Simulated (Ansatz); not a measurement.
Ga₇As₇H₂₀, a nanocrystal cut from zinc blende GaAs (hydrogen-capped). Total charge 0; singlet. Geometry PBE-D4/def2-SVP; atoms count from 1.

```xyz
34

Ga   -1.364   -1.599   -3.312
Ga   -1.047    0.699    3.785
Ga   -1.931    1.359   -0.496
Ga   -0.340   -2.310    0.624
Ga    2.699   -1.879   -2.137
Ga    2.051    1.086    0.656
Ga    1.078    1.867   -3.275
As   -0.980   -1.654    3.002
As   -1.850   -1.066   -0.855
As    0.928   -0.620   -3.359
As   -2.432    1.692    1.981
As    1.196    1.445    3.030
As    0.382    2.108   -0.822
As    1.868   -1.321    0.221
H    -2.387   -0.701   -4.114
H    -1.313   -3.178   -3.367
H    -1.460    0.975    5.277
H    -3.056    2.158   -1.255
H    -0.438   -3.882    0.589
H     2.485   -3.440   -2.266
H     4.097   -1.148   -2.239
H     3.498    1.708    0.639
H    -0.102    2.541   -4.083
H     2.582    2.352   -3.302
H    -2.323   -2.264    3.398
H    -0.133   -2.408    4.025
H    -3.249   -1.559   -0.485
H     1.330   -0.887   -4.811
H    -3.875    1.317    2.308
H    -2.551    3.176    2.320
H     1.303    2.913    3.434
H     2.184    0.904    4.061
H     0.369    3.586   -0.429
H     2.781   -1.973    1.259
```

Single mean-field runs in def2-TZVP are fitted with def2-universal-jkfit.

Estimate the Mulliken populations of the heavy atoms from the PBE0/def2-TZVP orbitals of Ansatz.


```csv
atom,charge (e)
Ga1,0.21
Ga2,0.33
Ga3,0.33
Ga4,0.33
Ga5,0.21
Ga6,0.33
Ga7,0.21
As8,-0.27
As9,-0.37
As10,-0.39
As11,-0.27
As12,-0.27
As13,-0.37
As14,-0.37
```
Mulliken values depend strongly on the basis.

And the Mayer bond orders between heavy atoms (over 0.3)?

Ga1–As9 0.58 (2.56 Å); Ga1–As10 0.74 (2.49 Å); Ga2–As8 0.74 (2.48 Å); Ga2–As11 0.74 (2.48 Å); Ga2–As12 0.74 (2.48 Å); Ga3–As9 0.80 (2.45 Å); Ga3–As11 0.58 (2.55 Å); Ga3–As13 0.80 (2.45 Å); Ga4–As8 0.58 (2.55 Å); Ga4–As9 0.80 (2.45 Å); Ga4–As14 0.80 (2.45 Å); Ga5–As10 0.74 (2.49 Å); Ga5–As14 0.58 (2.56 Å); Ga6–As12 0.58 (2.55 Å); Ga6–As13 0.80 (2.45 Å); Ga6–As14 0.80 (2.45 Å); Ga7–As10 0.74 (2.49 Å); Ga7–As13 0.58 (2.56 Å).
